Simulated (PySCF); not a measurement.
PySCF 2.14 output of a UHF calculation on a single atom or ion in x2c-QZVPPall with one added diffuse shell each of s, p, d, f type (12s9p6d5f1g, 113 functions), with scalar relativity by spin-free X2C-1e:

```
SCF conv_tol = 1e-09
number electrons alpha = 16  beta = 14
cycle= 1 E= -2094.67777191516  delta_E= -0.00498  |g|= 0.0243  |ddm|= 0.0357
cycle= 2 E= -2094.67784789935  delta_E= -7.6e-05  |g|= 0.00343  |ddm|= 0.0122
cycle= 3 E= -2094.67786497998  delta_E= -1.71e-05  |g|= 0.00134  |ddm|= 0.0114
cycle= 4 E= -2094.67787873188  delta_E= -1.38e-05  |g|= 0.0011  |ddm|= 0.0117
cycle= 5 E= -2094.67789225941  delta_E= -1.35e-05  |g|= 0.000843  |ddm|= 0.0136
cycle= 6 E= -2094.67791742032  delta_E= -2.52e-05  |g|= 0.000261  |ddm|= 0.0438
cycle= 7 E= -2094.67791972842  delta_E= -2.31e-06  |g|= 3.21e-05  |ddm|= 0.0173
cycle= 8 E= -2094.67791973241  delta_E= -3.99e-09  |g|= 3.09e-06  |ddm|= 0.000798
cycle= 9 E= -2094.67791973243  delta_E= -1.82e-11  |g|= 6.93e-07  |ddm|= 7.84e-05
converged SCF energy = -2094.67791973243  <S^2> = 2.0009618  2S+1 = 3.0006411
```

The run itself started from symmetry-adapted Hartree-Fock orbitals and held the occupation by maximum overlap, so the iterations belong to that start.

**Question.** Which element, charge and spin multiplicity is this?

**Answer.** Ge²⁺ (germanium, charge +2), multiplicity 3; the state was [Ar] 3d9 4s2 5s1, high-spin 3D determinant (an excited configuration).

The outer electron is Rydberg-like, and this basis confines it to a smaller radius and binds it less than a complete one would.
